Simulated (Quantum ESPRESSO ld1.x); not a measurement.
Values are calculated unless marked as measured or tabulated.
Task: These are the eigenvalues of the occupied orbitals of an atom or ion with whole-number occupations (eV). Level of theory: scalar-relativistic Kohn-Sham, LDA (Slater exchange, Perdew-Zunger correlation), spin-unpolarised, spherical densities, point nucleus (ld1.x of Quantum ESPRESSO 7.5).

| orbital | eigenvalue |
|---|---|
| 1s | -8904.53 |
| 2s | -1132.87 |
| 2p | -988.772 |
| 3s | -183.217 |
| 3p | -140.527 |
| 3d | -71.2487 |

Which element is it, and in what charge state? The configuration may be excited.

Result: Z = 29, copper, charge +4: Cu4+ in [Ar] 3d7. The list shows which subshells hold electrons but not how many an open one holds; the 1s level, -327.24 hartree, gives Z - s = 25.6 by -(Z - s)^2/2, which with screening and relativity narrows Z to a few neighbours, and the depths of the outer levels then fix element, charge and occupations together.
